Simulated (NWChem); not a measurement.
System: CHCl, singlet; SMILES [CH]Cl

NWChem input:

```
start job
memory heap 200 mb stack 900 mb global 1100 mb
geometry units angstroms noautoz
  C      0.161105     1.194884     0.000000
  Cl    -0.017084    -0.510206     0.000000
  H     -0.926245     1.521210     0.000000
end
basis spherical
  * library def2-tzvp
end
dft
  xc xcamb88 1.00 lyp 0.81 vwn_5 0.19 hfexch 1.00
  cam 0.33 cam_alpha 0.19 cam_beta 0.46
  iterations 150
end
tddft
  cis
  nroots 6
  notriplet
end
task tddft energy
```

Parts of the log:

```
             Northwest Computational Chemistry Package (NWChem) 7.3.0
             --------------------------------------------------------

 CS  symmetry detected

                             Geometry "geometry" -> ""
                             -------------------------

 Output coordinates in angstroms (scale by  1.889725989 to convert to a.u.)

  No.       Tag          Charge          X              Y              Z
 ---- ---------------- ---------- -------------- -------------- --------------
    1 C                    6.0000     0.11853358     1.20059336     0.00000000
    2 Cl                  17.0000     0.01594030    -0.51070961     0.00000000
    3 H                    1.0000    -0.98218655     1.47850317     0.00000000

 Effective nuclear repulsion energy (a.u.)      38.3232572537

      Symmetry information
      --------------------

 Group name             Cs
 Group number              2
 Group order               2
 No. of unique centers     3

                                 NWChem DFT Module
                                 -----------------

 Summary of "ao basis" -> "ao basis" (spherical)
 ------------------------------------------------------------------------------
       Tag                 Description            Shells   Functions and Types
 ---------------- ------------------------------  ------  ---------------------
 C                         def2-tzvp                11       31   5s3p2d1f
 Cl                        def2-tzvp                13       37   5s5p2d1f
 H                         def2-tzvp                 4        6   3s1p

      Symmetry analysis of basis
      --------------------------

        a'         51
        a"         23

            General Information
            -------------------
          SCF calculation type: DFT
          Wavefunction type:  closed shell.
          No. of atoms     :     3
          No. of electrons :    24
           Alpha electrons :    12
            Beta electrons :    12
          Charge           :     0
          Spin multiplicity:     1
          Use of symmetry is: off; symmetry adaption is: on
          Maximum number of iterations: 150
          AO basis - number of functions:    74
                     number of shells:    28
          Convergence on energy requested:  1.00D-06
          Convergence on density requested:  1.00D-05
          Convergence on gradient requested:  5.00D-04

              XC Information
              --------------
                     Hartree-Fock (Exact) Exchange  1.000
                   CAM-Becke88 Exchange Functional  1.000
                      VWN V Correlation Functional  0.190 local
              Lee-Yang-Parr Correlation Functional  0.810

           Range-Separation Parameters
           ---------------------------
           Alpha           :  0.19
           Beta            :  0.46
           Gamma           :  0.33
           Short-Range HF  :     F

             Grid Information
             ----------------
          Grid used for XC integration:  medium
          Radial quadrature: Mura-Knowles
          Angular quadrature: Lebedev.
          Tag              B.-S. Rad. Rad. Pts. Rad. Cut. Ang. Pts.
          ---              ---------- --------- --------- ---------
          C                   0.70       49           7.0       434
          Cl                  1.00       88           8.0       590
          H                   0.35       45           8.0       434
          Grid pruning is: on
          Number of quadrature shells:   182
          Spatial weights used:  Erf1

      Superposition of Atomic Density Guess
      -------------------------------------

 Sum of atomic energies:        -497.64882601

      Non-variational initial energy
      ------------------------------

 Total energy =    -497.932165
 1-e energy   =    -761.994561
 2-e energy   =     225.739138
 HOMO         =      -0.227363
 LUMO         =      -0.091662

      Symmetry analysis of molecular orbitals - initial
      -------------------------------------------------

  Numbering of irreducible representations:

     1 a'          2 a"

  Orbital symmetries:

     1 a'          2 a'          3 a'          4 a'          5 a'
     6 a"          7 a'          8 a'          9 a'         10 a"
    11 a'         12 a'         13 a"         14 a'         15 a'
    16 a'         17 a'         18 a'         19 a"         20 a'
    21 a'         22 a"

[...]

                                NWChem TDDFT Module
                                -------------------

            General Information
            -------------------
           No. of orbitals :     148
            Alpha orbitals :      74
             Beta orbitals :      74
        Alpha frozen cores :       0
         Beta frozen cores :       0
     Alpha frozen virtuals :       0
      Beta frozen virtuals :       0
         Spin multiplicity :       1
    Number of AO functions :      74
        Use of symmetry is : off
      Symmetry adaption is : on
         Schwarz screening :  0.10D-07

              XC Information
              --------------
              Hartree-Fock (Exact) Exchange   1.00
            CAM-Becke88 Exchange Functional   1.00
               VWN V Correlation Functional   0.19 local
       Lee-Yang-Parr Correlation Functional   0.81
           Alpha           :  0.19
           Beta            :  0.46
           Gamma           :  0.33

             TDDFT Information
             -----------------
          Calculation type : Tamm-Dancoff TDDFT
         Wavefunction type : Restricted singlets
          No. of electrons :      24
           Alpha electrons :      12
            Beta electrons :      12
              No. of roots :       6
          Max subspacesize :    5200
            Max iterations :     100
               Target root :       1
           Target symmetry : none
      Symmetry restriction : off
                 Algorithm : Optimal
        Davidson threshold :  0.10D-03

    6 smallest eigenvalue differences (eV)
--------------------------------------------------------
  No. Spin  Occ  Vir  Irrep   E(Occ)    E(Vir)   E(Diff)
--------------------------------------------------------
    1    1   12   13 a"       -0.317    -0.077     6.532
    2    1   11   13 a"       -0.439    -0.077     9.864
    3    1   10   13 a'       -0.451    -0.077    10.197
    4    1   12   14 a'       -0.317     0.077    10.703
    5    1   12   15 a'       -0.317     0.109    11.592
    6    1    9   13 a"       -0.517    -0.077    11.983
--------------------------------------------------------

  Entering Davidson iterations
  Restricted singlet excited states

  Iter   NTrls   NConv    DeltaV     DeltaE      Time
  ----  ------  ------  ---------  ---------  ---------
    1      6       0     0.21E+00   0.10+100       12.6
    2     12       0     0.39E-01   0.36E-01       12.5
    3     18       0     0.15E-01   0.18E-02       11.7
    4     24       0     0.60E-02   0.14E-03       11.2
    5     30       2     0.22E-02   0.23E-04       11.3
    6     34       4     0.50E-03   0.22E-05       10.8
    7     36       6     0.83E-04   0.13E-06       10.6
  ----  ------  ------  ---------  ---------  ---------
  Convergence criterion met

  Ground state a'       -498.784076825940 a.u.

  ----------------------------------------------------------------------------
  Root   1 singlet a"             0.072742595 a.u.                1.9794 eV
  ----------------------------------------------------------------------------
     Transition Moments    X  0.00000   Y  0.00000   Z -0.34681
     Dipole Oscillator Strength                    0.0058328870
     Electric Quadrupole                           0.0000000056
     Magnetic Dipole                               0.0000010988
     Total Oscillator Strength                     0.0058339914

     Occ.    8  a'  ---  Virt.   13  a"      -0.05725
     Occ.   12  a'  ---  Virt.   13  a"       0.99423
  ----------------------------------------------------------------------------
  Root   2 singlet a"             0.197841984 a.u.                5.3836 eV
  ----------------------------------------------------------------------------
     Transition Moments    X -0.00000   Y  0.00000   Z -0.21910
     Dipole Oscillator Strength                    0.0063317038
     Electric Quadrupole                           0.0000000738
     Magnetic Dipole                               0.0000014482
     Total Oscillator Strength                     0.0063332258

     Occ.   11  a'  ---  Virt.   13  a"       0.99585
  ----------------------------------------------------------------------------
  Root   3 singlet a'             0.232240715 a.u.                6.3196 eV
  ----------------------------------------------------------------------------
     Transition Moments    X  0.24926   Y -0.00480   Z -0.00000
     Dipole Oscillator Strength                    0.0096231561
     Electric Quadrupole                           0.0000000689
     Magnetic Dipole                               0.0000001136
     Total Oscillator Strength                     0.0096233386

     Occ.   10  a"  ---  Virt.   13  a"       0.48994
     Occ.   11  a'  ---  Virt.   14  a'      -0.05085
     Occ.   12  a'  ---  Virt.   14  a'      -0.84997
     Occ.   12  a'  ---  Virt.   15  a'       0.12292
     Occ.   12  a'  ---  Virt.   16  a'      -0.08841
  ----------------------------------------------------------------------------
  Root   4 singlet a"             0.260782288 a.u.                7.0963 eV
  ----------------------------------------------------------------------------
     Transition Moments    X  0.00000   Y  0.00000   Z  0.00223
     Dipole Oscillator Strength                    0.0000008644
     Electric Quadrupole                           0.0000000882
     Magnetic Dipole                               0.0000030741
     Total Oscillator Strength                     0.0000040267

[...]
```

Level: CAM-B3LYP/def2-TZVP, TDA. Low-valent species are run as closed-shell singlets; no triplet was tried in these runs. Structure relaxed at the PBE-D3(BJ)/def2-SVP level.
